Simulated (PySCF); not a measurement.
Correlation energy of B (boron, neutral)

[He] 2s1 2p1 3s1, high-spin 4P determinant (an excited configuration). Computed with PySCF 2.14 in aug-cc-pCVTZ-DK, with scalar relativity by spin-free X2C-1e. Frozen: 1s2; 3 electrons correlated.

```
  level  correlation energy (mhartree)
   CCSD                         -10.32
    (T)                          -0.09
CCSD(T)                         -10.41
```

Diagnostics: T1 = 0.0084, D1 = 0.0189, largest double amplitude 0.044.

The outer electron is Rydberg-like, and this basis confines it to a smaller radius and binds it less than a complete one would.

Cost of the coupled-cluster step: about 2 core-seconds, for 3 correlated electrons.
